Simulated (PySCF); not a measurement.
Work out the structure from these simulated measurements.

Elements present: C, H, S and Si. Monoisotopic mass: 140.0116 u.

| Item | Value |
| --- | --- |
| 13C NMR | chemical shifts (computed TMS as zero) by class: 140.1 (2 C), 136.6 (1 C), 136.3 (1 C), 133.4 (2 C) ppm [GIAO PBE0/pcSseg-1] |
| Rotational structure | rotational constants A, B, C: 3.587, 0.794, 0.663 GHz [GFN2-xTB] |
| NMR, other nuclei | isotropic shieldings of nuclei other than C and H, by class: 384 (1 Si), 767 (1 S) ppm [GIAO PBE0/pcSseg-1] |
| 1H NMR | chemical shifts (computed TMS as zero) by class: 7.96 (2 H), 7.72 (1 H), 7.71 (2 H), 5.40 (2 H), 0.04 (1 H) ppm [GIAO PBE0/pcSseg-1] |
| Polarisability | 113.7 au [CAM-B3LYP/def2-SVPD] |
| UV, strongest line | among the 8 lowest singlet transitions: S7 at 6.94 eV (179 nm, f = 0.654) [TDDFT CAM-B3LYP/def2-SVPD] |

Electronic properties: PySCF, gas phase, density fitting. Levels stand in brackets. The structure is a single GFN2-xTB conformer in the gas phase; no vibrational or solvent corrections. NMR classes are plain means over equivalent atoms (diastereotopic ones count apart unless rotation or inversion swaps them), as if these changed places fast.

Question: Which formula fits the mass and the elements?

Answer: C6H8SSi (calculated 140.0116). No other formula that holds each of these elements comes within 0.0003 u with a fitting electron parity and a possible valence count.

Question: Give a SMILES that accounts for the data.

Answer: Numbering: `[SH:1][SiH2:2][c:3]1[cH:4][cH:5][cH:6][cH:7][cH:8]1`. Its formula, C6H8SSi, gives 4 degrees of unsaturation: 1 ring and 3 π bonds in the structure found (Kekulé form). 6 carbons fall into 4 classes; from least to most shielded: aromatic CH carbon [C4/C8] (140.1 ppm, 2 C), substituted aromatic carbon [C3] (136.6 ppm), aromatic CH carbon [C6] (136.3 ppm), aromatic CH carbon [C5/C7] (133.4 ppm, 2 C). Hydrogen classes from least to most shielded: 2 H on the ortho carbons, C4/C8 (7.96 ppm), 1 H on the para carbon, C6 (7.72 ppm), 2 H on the meta carbons, C5/C7 (7.71 ppm), 2 H on an SiH2 silicon, Si2 (5.40 ppm), 1 H on a sulfur bonded to Si and H, S1 (0.04 ppm). The other shieldings belong to: 384 ppm, SiH2 silicon [Si2]; 767 ppm, sulfur bonded to Si and H [S1]. The optimised geometry has point group C1 and is an asymmetric top. Structure: `S[SiH2]c1ccccc1`. Computed isomers that give other values at the same levels: `[SiH3]SC1=C[C@@H]2C=C[C@H]12` (static isotropic polarisability: 109.5 au); `[SiH3]Sc1ccccc1` (13C chemical shifts (computed TMS as zero) by class: 141.3 (2 C), 140.7 (1 C), 134.9 (2 C), 133.2 (1 C) ppm); `c1csc([C@H]2C[SiH2]2)c1` (13C chemical shifts (computed TMS as zero) by class: 162.5 (1 C), 131.5 (1 C), 126.7 (1 C), 125.4 (1 C), 14.9 (1 C), 9.0 (1 C) ppm). The assignments are read from this structure; whether some other isomer fits the data as well wasn't checked.

Conformer computed: `[SH:1][SiH2:2][c:3]1[cH:4][cH:5][cH:6][cH:7][cH:8]1`: S1–Si2–C3–C4 -164°, H–S1–Si2–C3 55°.
